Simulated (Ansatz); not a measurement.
Consider the ligand exchange at a Zn–C bond: `[CH3][Zn][CH2]S` + PH₃ → `[CH3][Zn][PH2]` + CH₃SH.

Computed with Ansatz on PBE0-D4/def2-TZVP structures; ΔE is electronic, products minus reactants. CCSD(T)/CBS is the MP2 limit (def2-TZVPP, def2-QZVPP) plus CCSD(T) − MP2 in def2-TZVPP, frozen cores. This one scheme is used for every species. DFT in def2-TZVPP. B3LYP here is the variant with VWN-RPA as its local correlation; programs differ in this. For Zn outer-core shells are correlated without core-valence functions, which leaves a few kJ/mol of doubt a bond. Scalar relativity is left out up to krypton. One conformer a species, not always the lowest.

**Question.** Is it downhill or uphill in electronic energy at CCSD(T)/CBS, and by how much? (Best estimate.)

**Answer.** Computed: Downhill: ΔE = -0.73 eV.

**Question.** What do these levels give: PBE-D4, r2SCAN-D4, PBE0-D4, B3LYP-D4, ωB97X-V, B2PLYP, PBE0, B3LYP, HF/def2-TZVPP, SCS-MP2/def2-TZVPP, CCSD/def2-TZVPP, HF/CBS(def2)? (Best estimate.)

**Answer.** Computed: PBE-D4 -0.76, r2SCAN-D4 -0.76, PBE0-D4 -0.79, B3LYP-D4 -0.74, ωB97X-V -0.74, B2PLYP -0.74, PBE0 -0.80, B3LYP -0.77, HF/def2-TZVPP -0.84, SCS-MP2/def2-TZVPP -0.68, CCSD/def2-TZVPP -0.71, HF/CBS(def2) -0.85 eV.

Largest T1 diagnostic among the species: 0.014.

In def2-TZVPP, CCSD(T) changes the Hartree–Fock value by +0.15 eV (the triples alone add +0.02 eV) and MP2 by +0.16 eV. From PBE to PBE0 (25 % exact exchange), in def2-TZVPP and without D4, ΔE moves by −0.03 eV.
